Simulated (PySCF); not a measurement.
# diethoxymethane: 4 charge schemes on one density

Compound: diethoxymethane, C₅H₁₂O₂.
Structure used (PBE0-D3(BJ)/def2-SVP), in Å, numbered top down from 1:
```
atom  x, y, z in Å
C1    -2.8306    0.6373   -0.3821
C2    -1.5556   -0.1033   -0.7322
O3    -0.4635    0.7729   -0.9284
C4     0.2330    1.0980    0.2290
O5     0.9121    0.0209    0.7835
C6     1.9988   -0.4496    0.0103
C7     3.2881    0.2805    0.3278
H8    -2.7391    1.1750    0.5744
H9    -3.0776    1.3716   -1.1633
H10   -3.6726   -0.0657   -0.2875
H11   -1.3028   -0.8496    0.0415
H12   -1.6826   -0.6512   -1.6793
H13   -0.4385    1.4620    1.0278
H14    0.9192    1.9131   -0.0643
H15    1.7529   -0.3759   -1.0639
H16    2.1018   -1.5211    0.2436
H17    4.1233   -0.1404   -0.2531
H18    3.5294    0.1908    1.3976
H19    3.2203    1.3518    0.0827
```

Density: PBE0/pcSseg-1 (PySCF); schemes: Mulliken, IAO, Hirshfeld and ESP-fitted. Isolated species at its PBE0-D3(BJ)/def2-SVP geometry (one conformer only).

Question: Tabulate the Mulliken, IAO, Hirshfeld and ESP-fitted charges.

Answer: In e:

```
atom                     environment  Mulliken     IAO  Hirshfeld  ESP-fitted
  C1                   methyl carbon    -0.302  -0.425     -0.123      -0.318
  C2      sp3 carbon bound to oxygen    -0.018  -0.052     +0.002      +0.314
  O3                    ether oxygen    -0.516  -0.407     -0.146      -0.398
  C4  sp3 carbon bearing two oxygens    +0.308  +0.135     +0.065      +0.035
  O5                    ether oxygen    -0.516  -0.407     -0.146      -0.400
  C6      sp3 carbon bound to oxygen    -0.018  -0.052     +0.002      +0.330
  C7                   methyl carbon    -0.300  -0.425     -0.123      -0.309
  H8                 methyl hydrogen    +0.114  +0.134     +0.038      +0.088
  H9                 methyl hydrogen    +0.121  +0.143     +0.040      +0.086
 H10                 methyl hydrogen    +0.113  +0.142     +0.045      +0.074
 H11              methylene hydrogen    +0.114  +0.128     +0.031      +0.004
 H12              methylene hydrogen    +0.118  +0.143     +0.042      +0.012
 H13              methylene hydrogen    +0.102  +0.126     +0.038      +0.121
 H14              methylene hydrogen    +0.101  +0.126     +0.038      +0.119
 H15              methylene hydrogen    +0.113  +0.128     +0.032      +0.001
 H16              methylene hydrogen    +0.118  +0.143     +0.042      +0.005
 H17                 methyl hydrogen    +0.113  +0.142     +0.045      +0.070
 H18                 methyl hydrogen    +0.121  +0.143     +0.040      +0.082
 H19                 methyl hydrogen    +0.114  +0.134     +0.038      +0.085
```

Mean size of the charges over all atoms: IAO 0.186 e, Mulliken 0.176 e, ESP-fitted 0.150 e, Hirshfeld 0.057 e. Each set sums to the total charge, 0, to within 0.001 e. The Hirshfeld scheme divides the density at each point in proportion to the densities of the neutral, spherically averaged free atoms.

Lowest charge. The schemes don't all agree: Mulliken O3 and O5 (-0.516); IAO C1 and C7 (-0.425); Hirshfeld O3 and O5 (-0.146); ESP-fitted O5 (-0.400).

Highest charge. The schemes don't all agree: Mulliken C4 (+0.308); IAO H9, H12, H16 and H18 (+0.143); Hirshfeld C4 (+0.065); ESP-fitted C6 (+0.330).

Question: How many electrons does the Mulliken scheme count on C6?

Answer: Z − q = 6 − (-0.018) = 6.018.

Question: How closely do the schemes follow one another over all atoms?

Answer: Correlation coefficient and root-mean-square difference: IAO with Hirshfeld 0.99, 0.153 e; Mulliken with Hirshfeld 0.98, 0.156 e; Mulliken with IAO 0.95, 0.070 e; Hirshfeld with ESP-fitted 0.82, 0.151 e; Mulliken with ESP-fitted 0.78, 0.143 e; IAO with ESP-fitted 0.77, 0.146 e.

Question: Sum the charges by element.

Answer: 
```tsv
element	atoms	Mulliken	IAO	Hirshfeld	ESP-fitted
C	5	-0.330	-0.819	-0.177	+0.052
O	2	-1.032	-0.814	-0.292	-0.798
H	12	+1.362	+1.633	+0.469	+0.746
```
